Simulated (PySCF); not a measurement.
## Electric field gradients and quadrupole coupling constants

Species: C9H11NS.
Structure used (GFN2-xTB), in Å, numbered top down from 1:
```xyz
22
C9H11NS angstrom
N      1.2519    3.0296    1.5962
C      1.3343    1.9993    1.0933
C      1.4563    0.7487    0.4788
C      0.4035    0.0289    0.0416
C     -1.0245    0.4042    0.1330
C     -1.8860    0.2581   -1.1404
C     -2.9799   -0.4208   -0.3055
C     -1.9715   -0.5936    0.8374
S      0.8616   -1.5005   -0.6775
C      2.6410   -1.0631   -0.6427
C      2.8107    0.1036    0.3276
H     -1.1013    1.4055    0.5628
H     -1.4321   -0.4186   -1.8622
H     -2.1535    1.1887   -1.6355
H     -3.3971   -1.3367   -0.7162
H     -3.7909    0.2570   -0.0490
H     -2.3025   -0.3055    1.8323
H     -1.5489   -1.5958    0.8725
H      2.9172   -0.7880   -1.6614
H      3.2006   -1.9476   -0.3474
H      3.1504   -0.2488    1.3073
H      3.5501    0.8147   -0.0459
```

Field gradients from the PBE0/pcSseg-1 density (PySCF, non-relativistic), principal values in atomic units, ordered |Vxx| ≤ |Vyy| ≤ |Vzz|:

```tsv
atom	Vxx	Vyy	Vzz
N1	0.3640	0.5715	-0.9355
S9	0.2447	2.3338	-2.5785
```

Q: Find the asymmetry η = (Vxx − Vyy)/Vzz and the couplings χ = eQV/h (234.96 MHz × Q in barn × V in au), with Q(14N) = 0.02044 b, Q(33S) = −0.0678 b.

A: 
```
atom       environment  nucleus     η  χzz (MHz)  χxx (MHz)  χyy (MHz)
  N1  nitrile nitrogen      14N  0.22     -4.493      1.748      2.745
  S9    sulfide sulfur      33S  0.81      41.08      -3.90     -37.18
```

The tensor is traceless: Vxx + Vyy + Vzz = 0.

Q: What is Vzz at N1 in SI units (1 au = 9.71736 × 10²¹ V/m²)?

A: -0.9355 au = -9.091 × 10²¹ V/m².

Q: And the gradient at the other heavy atoms, for which no coupling is worked out here?

A: 
```tsv
atom	environment	Vzz (au)	η
C2	nitrile carbon	-0.391	0.02
C3	fully substituted alkene carbon	-0.107	0.66
C4	fully substituted alkene carbon	-0.337	0.64
C5	allylic carbon	0.097	0.85
C6	four-membered-ring carbon	0.092	0.98
C7	four-membered-ring carbon	-0.071	0.46
C8	four-membered-ring carbon	0.094	0.89
C10	sp3 carbon bound to sulfur	0.308	0.30
C11	allylic carbon	0.121	0.77
```

Were the hydrogens deuterons (Q(2H) = 0.00286 b), χzz would run from 198 kHz (H12 and H21) to 212 kHz (H15, H17 and H14).

Geometry: GFN2-xTB, one conformer, isolated molecule. GFN2-xTB bond lengths can be off by several hundredths of an ångström, more for odd bonds, and the gradients follow them. A larger basis could move these couplings by a tenth or more.
